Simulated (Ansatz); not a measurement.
`[OH][Al]([F])[CH2][SeH]`, charge 0, multiplicity 1.

(1) Give a relaxed structure at PBE0-D4/def2-TZVP (Ansatz 0.2.0). (Estimate.)

## Answers

(1) The calculation gave: 
```xyz
9

O     0.600    1.864   -0.369
Al   -0.338    0.716    0.443
F    -0.997    1.057    1.919
C    -0.732   -0.961   -0.411
Se    0.963   -1.693    0.372
H     0.896    2.680    0.029
H    -1.514   -1.559    0.057
H    -0.727   -1.130   -1.484
H     1.849   -0.975   -0.557
```
This is one stationary point; other conformers may exist.
